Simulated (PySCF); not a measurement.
C2H5O, multiplicity 2. Atoms are numbered in the order given.

```xyz
8

C      1.2342     0.2327     0.0434
C     -0.0381    -0.5073     0.1640
O     -1.1609     0.2423    -0.2575
H      1.3778     0.9127    -0.7878
H      2.0811    -0.0076     0.6735
H     -0.0337    -1.3992    -0.4796
H     -0.1680    -0.8751     1.1928
H     -1.1464     1.0780     0.2170
```
Charge 0, spin multiplicity 2.

The structure is a stationary point at PBE0-D3(BJ)/def2-TZVP. The isomer is the one that the SMILES or the coordinates give; other isomers of the formula were not compared. Other conformers were not sampled.

These are PBE/def2-TZVPD (PySCF) values and carry that method's errors.

Mulliken values depend strongly on the basis, most of all with diffuse functions as here. Atomic charges (e):

```csv
atom,Mulliken,meta-Löwdin,Mulliken spin
C1,-0.60,-0.28,0.96
C2,0.01,-0.01,-0.07
O3,-0.45,-0.52,0.03
H4,0.23,0.12,-0.01
H5,0.22,0.12,-0.02
H6,0.17,0.13,0.08
H7,0.16,0.10,0.03
H8,0.27,0.33,0.00
```
